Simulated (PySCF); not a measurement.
Compound: cyclo-(H2SnO)3.
Cartesian coordinates in Å at the PBE0-D3(BJ)/def2-SVP level; atoms count from 1:
```xyz
12
H6O3Sn3 angstrom
Sn     0.8071   -1.1989   -1.5087
H      0.8770   -2.8979   -1.3095
H      1.4092   -0.5658   -2.9794
O      1.8174   -0.3677   -0.0304
Sn     1.2524    0.7436    1.5001
H      2.0574    2.2480    1.3825
H      1.4990   -0.1603    2.9323
O     -0.6843    1.0758    1.3156
Sn    -2.0283    0.4445    0.0156
H     -3.1291   -0.5750    0.8393
H     -2.6851    1.8113   -0.7761
O     -1.0771   -0.6401   -1.3304
```

Method: PBE0-D3(BJ)/def2-SVP geometry optimisation, gas phase, def2 core potentials past Kr (PySCF).

Question: Which atoms are bound to Sn1, and at what distances?

Answer: 4 atoms: H3 1.711 Å, H2 1.712 Å, O12 1.973 Å, O4 1.974 Å. The nearest atom not counted as bound is Sn5, at 3.61 Å (others tie with it).

Question: List the angles at Sn1.

Answer: 
| angle | degrees | distance of the outer atoms (Å) |
| --- | --- | --- |
| H2–Sn1–H3 | 116.9 | 2.92 |
| H2–Sn1–O4 | 108.0 | 2.99 |
| H2–Sn1–O12 | 108.0 | 2.99 |
| H3–Sn1–O12 | 108.0 | 2.98 |
| H3–Sn1–O4 | 107.9 | 2.98 |
| O4–Sn1–O12 | 107.6 | 3.18 |

Question: What is the shape at Sn1?

Answer: Distorted tetrahedral: angles from 107.6° to 116.9°; τ4 = (360° − α − β)/141° = 0.96 with α and β the two widest (0 for a square, 1 for a tetrahedron).

Question: Give some angles away from the centre.

Answer: Sn1–O4–Sn5 132.2°, Sn5–O8–Sn9 132.5°.

Point group: near D3h, missed by 0.10 Å at most; the miss may be what the optimiser left on a soft mode (C3v holds within 0.08 Å). Charge 0, singlet. Whether it is a minimum is left open (no frequencies).

One conformer stands for the species.
